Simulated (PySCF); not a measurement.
Isomers of C4H7ClNO (doublet state), one GFN2-xTB conformer each. Single-point energies are computed at B3LYP/pcH-1 (PySCF, gas phase, no added dispersion term), electronic only. GFN2-xTB treats the open shell by occupation alone, and not every SCF solution was tested for stability.

| SMILES | GFN2-xTB relative energy (kJ/mol) |
| --- | --- |
| NC(=O)C[CH]CCl | 0.0 |
| NC(=O)[CH]CCCl | 2.9 |

Conformers: `[NH2:1][C:2](=[O:3])[CH2:4][CH:5][CH2:6][Cl:7]` (doublet state) with H–N1–C2–O3 -1° and -178°, N1–C2–C4–C5 -44°, C2–C4–C5–C6 107°, C4–C5–C6–Cl7 -89°; `[NH2:1][C:2](=[O:3])[CH:4][CH2:5][CH2:6][Cl:7]` (doublet state) with H–N1–C2–O3 -6° and -171°, N1–C2–C4–C5 -178°, C2–C4–C5–C6 77°, C4–C5–C6–Cl7 65°.

What does B3LYP/pcH-1 give for the same structures?

| SMILES | B3LYP/pcH-1 E (Eh) | B3LYP/pcH-1 (kJ/mol) | GFN2-xTB (kJ/mol) | point group |
| --- | --- | --- | --- | --- |
| NC(=O)[CH]CCCl | -746.81565 | 0.0 | 2.9 | C1 |
| NC(=O)C[CH]CCl | -746.81096 | 12.3 | 0.0 | C1 |

GFN2-xTB puts NC(=O)C[CH]CCl lowest instead. Neighbours under 21 kJ/mol apart (NC(=O)[CH]CCCl and NC(=O)C[CH]CCl) can change places with a better method, another conformer or zero-point energy.
